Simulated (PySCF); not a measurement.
**Ca2S2: from structure and modes to constants**

Level of theory: PBE0 in PySCF with Ca def2-TZVP, S def2-TZVP; no relativity; density-fitted integrals.

The singlet minimum has D2h symmetry. Masses (u): Ca 39.96259, S 31.97207.

```xyz
4
charge 0 multiplicity 1, angstrom
Ca    1.6396    0.0000    0.0000
Ca   -1.6396    0.0000    0.0000
S     0.0000    1.9225    0.0000
S     0.0000   -1.9225    0.0000
```

Harmonic wavenumbers (cm⁻¹): 115.8 (b3u, ×1), 195.5 (ag, ×1), 287.0 (b3g, ×1), 346.3 (b1u, ×1), 365.6 (ag, ×1), 369.4 (b2u, ×1).

Q: What is the harmonic zero-point energy?

A: Half the sum of all 6 wavenumbers, 1680/2 = 840 cm⁻¹, which is 10.0 kJ/mol (1 cm⁻¹ = 0.0119627 kJ/mol).

Q: Find the vibrational entropy and heat capacity at 298.15 K.

A: With u = 1.43878 ω/T, each mode gives S = R[u/(eᵘ−1) − ln(1−e⁻ᵘ)] and C = R u² eᵘ/(eᵘ−1)².
```json
{"ω (cm⁻¹)": "115.8", "u": "0.559", "S (J/(mol K))": "13.26", "C (J/(mol K))": "8.10"}
{"ω (cm⁻¹)": "195.5", "u": "0.944", "S (J/(mol K))": "9.10", "C (J/(mol K))": "7.72"}
{"ω (cm⁻¹)": "287.0", "u": "1.385", "S (J/(mol K))": "6.24", "C (J/(mol K))": "7.10"}
{"ω (cm⁻¹)": "346.3", "u": "1.671", "S (J/(mol K))": "4.95", "C (J/(mol K))": "6.62"}
{"ω (cm⁻¹)": "365.6", "u": "1.764", "S (J/(mol K))": "4.59", "C (J/(mol K))": "6.46"}
{"ω (cm⁻¹)": "369.4", "u": "1.782", "S (J/(mol K))": "4.53", "C (J/(mol K))": "6.42"}
```
The sums over all modes are S = 42.7 and C = 42.4 J/(mol K); the softest mode gives 31 % of the entropy.

Q: Give the standard entropy (298.15 K, 1 bar) by its translational, rotational, vibrational and spin parts, and Cp.

A: Sackur–Tetrode with M = 143.87 u gives 170.8; rotation with symmetry number 4 gives 107.4; vibration 42.7; spin R ln 1 = 0.0. The total is 320.9 J/(mol K), and Cp = 4 R + 42.4 = 75.7 J/(mol K).

Only a few start shapes were tried, so a lower isomer may exist.
